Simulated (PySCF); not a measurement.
PBE on S⁻ (sulfur, charge -1), [Ne] 3s2 3p5, 2P determinant. Calculation: PySCF 2.14, in dyall-acv3z; no relativity, point nucleus.

```
cycle= 1 E= -398.03171053523  delta_E= -0.0141  |g|= 0.018  |ddm|= 0.17
cycle= 2 E= -398.031851722396  delta_E= -0.000141  |g|= 0.00391  |ddm|= 0.0191
cycle= 3 E= -398.031858521208  delta_E= -6.8e-06  |g|= 0.000822  |ddm|= 0.00339
cycle= 4 E= -398.031858727129  delta_E= -2.06e-07  |g|= 0.000801  |ddm|= 0.00173
cycle= 5 E= -398.031859091686  delta_E= -3.65e-07  |g|= 0.000224  |ddm|= 0.00107
cycle= 6 E= -398.031859131173  delta_E= -3.95e-08  |g|= 3.44e-05  |ddm|= 0.000337
cycle= 7 E= -398.031859132268  delta_E= -1.09e-09  |g|= 2.2e-06  |ddm|= 4.82e-05
cycle= 8 E= -398.031859132273  delta_E= -5.68e-12  |g|= 4.91e-07  |ddm|= 4.74e-06
converged SCF energy = -398.031859132273  <S^2> = 0.75480476  2S+1 = 2.004799
```

Highest occupied orbital energy: 1.111 eV; ⟨L²⟩ = 2.03; populations by l: s 6.00, p 11.00, d 0.00, f 0.00.

Q: Can this result be used?

A: With care. The calculation finished and met its thresholds. At PBE the highest occupied level has a positive energy, so only the finite basis holds that electron; in a semilocal or global hybrid functional this comes from self-interaction and does not mean that the real anion is unbound.
